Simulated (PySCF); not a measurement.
## Magnetisability: `OC(=O)[C@H]1C[C@@H](Cl)C1`, C$_{5}$H$_{7}$ClO$_{2}$

Cartesian coordinates in Å; atom numbers follow the order of the lines, from 1:
```xyz
15

O     1.846    1.057    0.974
C     1.644    0.019    0.407
O     2.629   -0.774   -0.031
C     0.289   -0.545    0.074
C    -0.875   -0.074    0.964
C    -1.686    0.235   -0.297
Cl   -2.519    1.802   -0.334
C    -0.408    0.133   -1.132
H     3.496   -0.384    0.167
H     0.362   -1.625   -0.039
H    -0.601    0.828    1.509
H    -1.299   -0.805    1.648
H    -2.430   -0.523   -0.539
H    -0.468   -0.449   -2.048
H     0.017    1.112   -1.347
```

Computed with PySCF 2.14.0, GIAO wB97X-D/pcSseg-1 magnetisability, rotational g tensor and spin-rotation constants, non-relativistic, gas phase. Geometry: GFN2-xTB.

Question: What are the magnetisability and the molar susceptibility?

Answer: Isotropic -1289 × 10⁻³⁰ J/T², or -77.6 × 10⁻⁶ cm³/mol; principal values -1434, -1330, -1102 × 10⁻³⁰ J/T², anisotropy 294 × 10⁻³⁰ J/T² (root of half the summed squared differences of the principal values). The susceptibility is in cgs units.

Question: Split it along the inertial axes a, b, c into diamagnetic and paramagnetic parts about the centre of mass, with the quadrupole moment.

Answer: 
| axis | χ (10⁻⁶ cm³/mol) | diamagnetic (10⁻⁶ cm³/mol) | paramagnetic (10⁻⁶ cm³/mol) | summed x² of all electrons (Å²) | quadrupole Θ (D Å) |
| --- | --- | --- | --- | --- | --- |
| a | -82.9 | -389.5 | 306.6 | 289.7 | +0.97 |
| b | -67.5 | -1390.5 | 1323.0 | 53.8 | -4.05 |
| c | -82.4 | -1457.4 | 1375.0 | 38.0 | +3.08 |

Anisotropies 2χaa − χbb − χcc = -15.9 and 2χbb − χaa − χcc = +30.2 × 10⁻⁶ cm³/mol. Θ is traceless in Buckingham's convention.

Question: And the rotational g tensor?

Answer: 
| axis | rotational constant (GHz) | g | nuclear part | electronic part |
| --- | --- | --- | --- | --- |
| a | 4.3198 | -0.0269 | 0.5953 | -0.6222 |
| b | 0.8601 | -0.0104 | 0.5242 | -0.5345 |
| c | 0.8165 | -0.0058 | 0.5217 | -0.5275 |

Asymmetric top; isotopes 12C, 35Cl, 1H, 16O; no vibrational averaging.
